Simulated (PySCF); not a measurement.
Difluorochloroborane, BClF2.
Z-matrix (Å and degrees, PBE0-D3(BJ)/def2-SVP geometry), rows numbered from 1:
```
F 
B   1  1.3105
F   2  1.3100  1  119.14
Cl  2  1.7430  1  120.64  3  -179.92
```

Computed at PBE0/pcSseg-1 (PySCF, non-relativistic), with Q(11B) = 0.04059 b, Q(35Cl) = −0.0817 b: B2, 11B (I = 3/2): χzz = 2.807 MHz, η = 0.047; Cl4, 35Cl (I = 3/2): χzz = -46.19 MHz, η = 0.437.

Task: Where would the pure quadrupole (NQR) lines of 11B at B2 fall for the rigid, isolated species?

Result: From ν = (|χ|/2)√(1 + η²/3): ν = 1.404 MHz (three-coordinate boron).

Task: Where would the pure quadrupole (NQR) lines of 35Cl at Cl4 fall for the rigid, isolated species?

Result: From ν = (|χ|/2)√(1 + η²/3): ν = 23.82 MHz (chlorine bonded to B). For 37Cl the ratio of quadrupole moments, 0.7881, gives 18.77 MHz.

In a crystal, neighbours and librations shift these lines. With so small a basis the couplings can be 20 % off.
